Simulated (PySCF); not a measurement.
## Two-component Hartree-Fock for Tm (thulium, neutral)

Start: [Xe] 4f13 6s2; 4f5/2 filled at m_j = -3/2, -1/2, +1/2, +3/2, +5/2; 4f7/2 filled at m_j = -7/2, -5/2, -3/2, -1/2, +1/2, +3/2, +5/2, +7/2. Calculated with PySCF 2.14 in x2c-QZVPPall-2c: generalised Hartree-Fock with the X2C-1e Hamiltonian and a Gaussian nucleus; one run each with spin-orbit coupling (SO) screened by Boettger's factors, then bare. This is a chosen level, not necessarily the ground level.

```tsv
spinor shell	electrons	ε, screened SO (eV)	ε, bare SO (eV)	weight of nominal j (bare SO)	rms radius, bare SO (bohr)
1s1/2	2	-59679.4	-59678.5	1.000	0.0227
2s1/2	2	-10197.6	-10197.4	1.000	0.0917
2p1/2	2	-9701.2	-9725.5	1.000	0.0781
2p3/2	4	-8715.6	-8707.3	1.000	0.0852
3s1/2	2	-2347.2	-2347.1	1.000	0.235
3p1/2	2	-2128.3	-2133.5	1.000	0.226
3p3/2	4	-1916.4	-1914.6	1.000	0.241
3d3/2	4	-1547.2	-1552.1	1.000	0.214
3d5/2	6	-1501.8	-1498.7	1.000	0.218
4s1/2	2	-489.47	-489.50	1.000	0.530
4p1/2	2	-399.49	-400.77	1.000	0.541
4p3/2	4	-351.92	-351.53	1.000	0.574
4d3/2	4	-202.79	-203.84	0.996	0.610
4d5/2	6	-195.44	-194.85	0.997	0.625
5s1/2	2	-64.672	-64.688	1.000	1.33
5p1/2	2	-37.640	-37.787	0.997	1.51
5p3/2	4	-31.700	-31.670	0.998	1.63
4f5/2	5	-14.329	-14.944	0.977	0.871
4f7/2	8	-13.230	-12.853	0.985	0.905
6s1/2	2	-5.277	-5.278	1.000	4.55
```

| quantity | screened SO | bare SO |
| --- | --- | --- |
| E (hartree) | -13569.35385 | -13570.17228 |
| M_J | 5/2 | 5/2 |
| ⟨J²⟩ | 8.802 | 8.773 |
| ⟨L²⟩ | 12.108 | 12.120 |
| ⟨S²⟩ | 0.850 | 0.862 |

Each row is a mean over spinors that exchange with the open shell spreads, by up to 8.816 eV (4d3/2).

Breit and QED terms are absent; they matter most for the inner s and p1/2 levels.

Densities and radii are taken from the X2C orbitals without a picture-change correction, which distorts them close to the nucleus.
